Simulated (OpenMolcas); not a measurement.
Pd4+ among 6 point charges of -1.7 e arranged as a tetragonal octahedron (D4h), 1.82 Å from the ion, with the axial distance 1.656 Å.
```
   1.8200    0.0000    0.0000  -1.70
   0.0000    1.8200    0.0000  -1.70
  -1.8200    0.0000    0.0000  -1.70
   0.0000   -1.8200    0.0000  -1.70
   0.0000    0.0000    1.6562  -1.70
   0.0000    0.0000   -1.6562  -1.70
```

```yaml
Program: OpenMolcas
Method: "SS-CASPT2, IPEA 0.25 Eh, imaginary shift 0.1 Eh (closed shells correlated: 4s 4p)"
Basis: ANO-RCC-VDZP [6s5p3d1f]
Scalar_Hamiltonian: DKH2, point nucleus
Active_space: 6 electrons in 5 orbitals (4d)
State_averaging: 2S+1 = 5 even, 5 roots; 2S+1 = 3 even, 45 roots; 2S+1 = 1 even, 50 roots
Spin-orbit_coupling: state interaction with AMFI integrals over the reference wave functions
```

Question: What is the spin-free ground state (labels of D4, the rotations of D4h)?

Answer: 5B2, 1-fold in its orbital part, 100 % from free-ion D terms; it has the highest spin that d6 allows.

Question: Where is the first state of the same spin?

Answer: 5E at 3220 cm-1 above the ground state.

Question: What are the lowest two levels with spin-orbit coupling?

Answer: A 1-fold level A1, then a 1-fold level A2 35 cm-1 above it. Their leading multiplicities are 5 (96 %) and 5 (97 %).

Question: What is χT at 300 K, and how does it compare with the textbook value?

Answer: The lowest level has 2S+1 = 5, for which the spin-only value is χT = S(S+1) / 2 = 3.000 cm3 K/mol (g = 2). The computed 3.822 at 300 K differs by +0.822, through orbital momentum, spin-orbit coupling and any other state in reach.

This shell can be high or low spin here, a state of another spin lies low, and with metal d orbitals alone active their balance is uncertain, so the ground spin may be wrong. Point charges give a weaker field than real ligands, and real ions of this kind are as a rule low spin; the high spin found here belongs to the model. Free-ion shares, where given, are those of the reference states; single-state CASPT2 does not remix them. Point charges carry no covalency, so the field is a model and not that of real ligands. No measured value stands beside these numbers.
